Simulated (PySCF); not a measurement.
C2H4B2Cl2S2.
Z-matrix (Å and degrees, PBE0-D3(BJ)/def2-SVP geometry), rows numbered from 1:
```
Cl
B   1  1.7476
Cl  2  1.7466  1  118.69
C   2  1.5754  1  121.47  3  -178.48
C   4  1.5159  2  116.34  1   -28.95
S   5  1.8336  4  110.79  2   158.00
B   6  1.7795  5   95.17  4   -31.53
S   7  1.7894  6  115.97  5    11.20
H   4  1.1015  2  110.16  1  -156.11
H   5  1.1004  4  111.21  2    38.68
H   5  1.1002  4  110.83  2   -81.85
H   7  1.2012  6  122.94  5  -169.95
```

Computed at PBE0/pcSseg-1 (PySCF, non-relativistic), with Q(35Cl) = −0.0817 b, Q(11B) = 0.04059 b, Q(33S) = −0.0678 b: Cl1, 35Cl (I = 3/2): χzz = -41.89 MHz, η = 0.624; B2, 11B (I = 3/2): χzz = 3.507 MHz, η = 0.648; Cl3, 35Cl (I = 3/2): χzz = -41.94 MHz, η = 0.660; S6, 33S (I = 3/2): χzz = -32.36 MHz, η = 0.516; B7, 11B (I = 3/2): χzz = 3.380 MHz, η = 0.544; S8, 33S (I = 3/2): χzz = -36.34 MHz, η = 0.492.

Question: Find the zero-field quadrupole resonance frequencies of 35Cl at Cl1.

Answer: From ν = (|χ|/2)√(1 + η²/3): ν = 22.26 MHz (chlorine bonded to B). For 37Cl the ratio of quadrupole moments, 0.7881, gives 17.54 MHz.

Question: Where would the pure quadrupole (NQR) lines of 11B at B2 fall for the rigid, isolated species?

Answer: From ν = (|χ|/2)√(1 + η²/3): ν = 1.872 MHz (three-coordinate boron).

Question: Where would the pure quadrupole (NQR) lines of 35Cl at Cl3 fall for the rigid, isolated species?

Answer: From ν = (|χ|/2)√(1 + η²/3): ν = 22.44 MHz (chlorine bonded to B). For 37Cl the ratio of quadrupole moments, 0.7881, gives 17.69 MHz.

Question: Where would the pure quadrupole (NQR) lines of 33S at S6 fall for the rigid, isolated species?

Answer: From ν = (|χ|/2)√(1 + η²/3): ν = 16.88 MHz (sulfur bonded to B and C).

Question: Where would the pure quadrupole (NQR) lines of 11B at B7 fall for the rigid, isolated species?

Answer: From ν = (|χ|/2)√(1 + η²/3): ν = 1.772 MHz (three-coordinate boron).

Question: Find the zero-field quadrupole resonance frequencies of 33S at S8.

Answer: From ν = (|χ|/2)√(1 + η²/3): ν = 18.89 MHz (sulfur bonded to B and C).

In a crystal, neighbours and librations shift these lines. With a basis this small, the couplings can be 20 % off.

The run behind these numbers computed NMR shieldings as well. Hardware: one thread, Arm Neoverse V2 (aarch64) (shared host). Cost: 22 s wall, 0.88 GiB resident at most.

One conformer stands for the species.
